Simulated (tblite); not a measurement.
Compound: C7H11BN2.
Atom-mapped SMILES: `[CH3:1][B:2]([CH3:3])[N:4]1[CH2:5][CH:6]=[C:7]([C:8]#[N:9])[CH2:10]1` (hydrogens: H11, H12, H13 on C1; H14, H15, H16 on C3; H17, H18 on C5; H19 on C6; H20, H21 on C10)

Computed with GFN2-xTB (tblite), gas phase: L-BFGS steps from a force-field or distance-geometry start until the largest atomic force falls under 0.01 eV/Å.

Step 96: E = -752.3954 eV
```
atom  x, y, z in Å  |  force x, y, z in eV/Å
C1     -2.3255    1.0050   -0.6747   -0.003  -0.008   0.015
B2     -1.3755   -0.0201    0.0803   -0.003  -0.007   0.010
C3     -1.9266   -1.1129    1.0947   -0.013   0.001  -0.013
N4     -0.0048    0.0544   -0.1338   -0.004   0.008   0.003
C5      0.6674    1.0066   -1.0070    0.002  -0.014   0.018
C6      2.1217    0.7742   -0.7720   -0.002  -0.008  -0.004
C7      2.3011   -0.2329    0.0835    0.003   0.005   0.001
C8      3.5107   -0.7484    0.5758    0.032  -0.001   0.013
N9      4.4810   -1.1829    1.0077   -0.030   0.025  -0.047
C10     0.9762   -0.7959    0.5215   -0.001   0.010   0.001
H11    -2.1202    2.0271   -0.3578   -0.005   0.012  -0.010
H12    -2.1764    0.9812   -1.7528    0.002   0.000  -0.014
H13    -3.3787    0.8176   -0.4877   -0.017   0.004  -0.007
H14    -3.0076   -1.0894    1.2011   -0.004   0.008  -0.006
H15    -1.5023   -0.9773    2.0893   -0.007  -0.007  -0.002
H16    -1.6559   -2.1209    0.7815    0.006   0.009   0.004
H17     0.3772    2.0366   -0.7608    0.023  -0.011  -0.023
H18     0.4072    0.8381   -2.0627    0.000   0.009   0.032
H19     2.8858    1.3601   -1.2505    0.000  -0.006   0.009
H20     0.8692   -1.8442    0.2119    0.015  -0.011   0.008
H21     0.8670   -0.7590    1.6119    0.005  -0.018   0.011
```

Step 97: E = -752.3957 eV
```
atom  x, y, z in Å  |  force x, y, z in eV/Å
C1     -2.3267    1.0050   -0.6751    0.002  -0.022   0.027
B2     -1.3758   -0.0197    0.0801    0.007  -0.006   0.012
C3     -1.9273   -1.1143    1.0925   -0.014   0.005  -0.015
N4     -0.0046    0.0559   -0.1314    0.001   0.014  -0.004
C5      0.6684    1.0076   -1.0048    0.001  -0.008   0.014
C6      2.1227    0.7727   -0.7726   -0.008  -0.005  -0.008
C7      2.3017   -0.2351    0.0823    0.007   0.020   0.014
C8      3.5121   -0.7500    0.5732    0.030  -0.011   0.014
N9      4.4831   -1.1845    1.0036   -0.035   0.028  -0.048
C10     0.9764   -0.7939    0.5248    0.002   0.009  -0.008
H11    -2.1223    2.0280   -0.3604   -0.001   0.010  -0.014
H12    -2.1788    0.9775   -1.7530    0.001   0.007  -0.021
H13    -3.3793    0.8164   -0.4857   -0.020   0.007  -0.011
H14    -3.0086   -1.0902    1.1964   -0.001   0.000  -0.004
H15    -1.5052   -0.9776    2.0878   -0.007  -0.011   0.000
H16    -1.6551   -2.1224    0.7800    0.001   0.021   0.007
H17     0.3814    2.0383   -0.7596    0.018  -0.005  -0.007
H18     0.4059    0.8419   -2.0603    0.000  -0.005   0.025
H19     2.8864    1.3585   -1.2521   -0.001  -0.014   0.011
H20     0.8673   -1.8427    0.2185    0.010  -0.020   0.006
H21     0.8695   -0.7542    1.6154    0.006  -0.014   0.011
```

Question: Estimate the geometry and energy of step 98. (The exact step hangs on the optimiser's Hessian estimate; all steps are aligned on step 97, rigid shifts and turns removed.)

Answer: E = -752.3960 eV, largest force 0.043 eV/Å
```
atom  x, y, z in Å  |  force x, y, z in eV/Å
C1     -2.3284    1.0034   -0.6771    0.010  -0.023   0.021
B2     -1.3765   -0.0198    0.0798    0.012   0.002   0.007
C3     -1.9281   -1.1164    1.0897   -0.010   0.008  -0.008
N4     -0.0045    0.0586   -0.1281    0.008   0.015  -0.004
C5      0.6693    1.0107   -1.0004   -0.001   0.006   0.000
C6      2.1237    0.7704   -0.7743   -0.013   0.005  -0.014
C7      2.3025   -0.2372    0.0805    0.002   0.022   0.031
C8      3.5135   -0.7539    0.5686    0.000  -0.007   0.001
N9      4.4845   -1.1905    0.9964   -0.010   0.019  -0.037
C10     0.9767   -0.7902    0.5299    0.005   0.000  -0.008
H11    -2.1241    2.0283   -0.3678    0.002  -0.002  -0.016
H12    -2.1818    0.9704   -1.7555   -0.003   0.010  -0.009
H13    -3.3808    0.8155   -0.4853   -0.015   0.006  -0.014
H14    -3.0098   -1.0941    1.1911    0.003  -0.007  -0.006
H15    -1.5088   -0.9776    2.0860   -0.008  -0.012   0.002
H16    -1.6518   -2.1242    0.7794   -0.006   0.027   0.005
H17     0.3888    2.0429   -0.7525    0.012  -0.011   0.008
H18     0.4013    0.8518   -2.0557    0.004  -0.018   0.029
H19     2.8871    1.3550   -1.2562   -0.004  -0.021   0.011
H20     0.8647   -1.8406    0.2299    0.006  -0.014   0.003
H21     0.8734   -0.7455    1.6211    0.007  -0.007  -0.002
```

The energy changes by -0.0003 eV. The first-order estimate −F·Δx gives -0.0004 eV and the mean of the old and new forces, exact on a quadratic surface, -0.0003 eV. The step makes an angle of 84° with the force vector and moves no atom by more than 0.012 Å.

The cost below is that of the whole relaxation. The run took 1.7 s of wall time on an Arm Neoverse N1 with one thread, no GPU, shared host.
